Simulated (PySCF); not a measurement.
Si(GeH3)(H)2(OMe) (CH8GeOSi), SMILES [SiH2](OC)[GeH3]. Atoms are numbered in the order given.

```xyz
12

Si    -0.4443    -1.1172     0.2905
Ge     1.2604     0.5406     0.0562
O     -1.8147    -0.7094    -0.5676
C     -2.5726     0.4435    -0.3332
H      0.0189    -2.4190    -0.2643
H     -0.7610    -1.2800     1.7480
H      0.8092     1.9010     0.6250
H      2.5276     0.1084     0.8203
H      1.6340     0.7462    -1.4241
H     -2.9712     0.4778     0.6980
H     -3.4265     0.4516    -1.0272
H     -1.9895     1.3685    -0.5021
```
Charge 0, spin multiplicity 1.

The structure is a stationary point at PBE0-D3(BJ)/def2-SVP. This is a generated structure with no PubChem entry under its InChIKey; it may be hypothetical. The values are those of a single conformer.

All values below come from M06-2X/def2-TZVP in PySCF.

Isolated molecule, no solvent.

Computed frontier levels, gap, dipole moment and polarisability:
| Property | Result |
|---|---|
| highest occupied level | -8.75 eV |
| lowest empty level | 0.55 eV |
| orbital gap | 9.31 eV |
| dipole moment | 0.93 D |
| quadrupole, principal values (traceless, Buckingham form, about the centre of nuclear charge) | -5.32, -0.46, 5.77 D·Å |
| mean static polarisability | 75.8 bohr³ (11.23 Å³) |
| polarisability, principal values | 66.8, 74.5, 86.1 bohr³ |
